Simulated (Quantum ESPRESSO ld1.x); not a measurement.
Problem. Coherent X-ray form factor from a spherical all-electron density. Calculated with ld1.x of Quantum ESPRESSO 7.5: non-relativistic Kohn-Sham, LDA (Slater exchange, VWN5 correlation), spin-polarised, spherical densities, point nucleus.

sin(theta)/lambda (1/angstrom),f0 (electrons)
0.05,15.483
0.1,14.179
0.15,12.594
0.2,11.127
0.25,9.945
0.3,9.049
0.4,7.842
0.5,6.986
0.6,6.216
0.8,4.757
1,3.550
1.25,2.524
1.5,1.932
2,1.407

The species is in the configuration that NIST lists as its ground one. Which atom or ion scatters so?

Solution. Neutral sulfur, [Ne] 3s2 3p4. Extrapolating in s^2 from the first two rows gives f0(0) = 15.9, near the electron count 16; among species with that count, the fall with angle is slower the higher Z, and the table is that of Z = 16; from so few rows the species is fixed only to a neighbour or two.
